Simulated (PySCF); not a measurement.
Te(Et)2, SMILES CC[Te]CC (C4H10Te), singlet, GFN2-xTB optimised geometry.

```
15

Te    -0.83    -1.36     0.00
C      1.35    -1.36     0.00
C      1.95    -0.88    -1.30
H      1.65    -2.38     0.20
H      1.68    -0.74     0.83
H      1.66     0.15    -1.51
H      1.64    -1.50    -2.13
H      3.04    -0.91    -1.25
C     -0.95     0.82     0.00
C     -2.36     1.30     0.27
H     -0.61     1.18    -0.97
H     -0.27     1.18     0.76
H     -2.71     0.94     1.24
H     -3.04     0.93    -0.49
H     -2.39     2.38     0.27
```

Density from PBE0/def2-TZVP, def2 effective core potentials past Kr run with PySCF at that geometry. The core electrons that the potentials of Te replace are not part of the density.

Minimum of the electron density along straight lines between bonded atoms, close to the bond critical point (lines longer than 1.1 times the sum of covalent radii, or with two minima, are not listed):

```
bond     length / Å  ρ at the minimum / e bohr⁻³  ∇²ρ there / e bohr⁻⁵  position (fraction from the first atom)
-------  ----------  ---------------------------  --------------------  ---------------------------------------
Te1–C2        2.178                        0.111                 -0.02                                     0.52
C2–C3         1.514                        0.250                 -0.63                                     0.51
C2–H4         1.086                        0.282                 -0.97                                     0.64
C2–H5         1.087                        0.282                 -0.97                                     0.64
C3–H6         1.088                        0.280                 -0.96                                     0.64
C3–H7         1.088                        0.280                 -0.97                                     0.64
C3–H8         1.090                        0.277                 -0.94                                     0.64
Te1–C9        2.181                        0.111                 -0.02                                     0.52
C9–C10        1.513                        0.249                 -0.62                                     0.51
C9–H11        1.087                        0.282                 -0.97                                     0.64
C9–H12        1.088                        0.281                 -0.97                                     0.64
C10–H13       1.088                        0.280                 -0.96                                     0.64
C10–H14       1.088                        0.280                 -0.96                                     0.64
C10–H15       1.089                        0.278                 -0.95                                     0.64
```
